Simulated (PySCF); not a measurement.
CH5Cl2NSi, SMILES CN[SiH](Cl)Cl.

Geometry optimised at PBE0-D3(BJ)/def2-SVP. The values are those of a single conformer.

All values below come from PBE0/def2-TZVP (PySCF).

Computed frontier levels, gap, dipole moment and polarisability:
```yaml
highest_occupied_level: -7.47 eV
lowest_empty_level: 0.36 eV
orbital_gap: 7.83 eV
dipole_moment: 2.47 D
quadrupole, principal values (traceless, Buckingham form, about the centre of nuclear charge): -5.82, 1.26, 4.57 D·Å
mean_static_polarisability: 66.9 bohr³ (9.91 Å³)
polarisability_principal_values: 55.8, 69.4, 75.4 bohr³
```
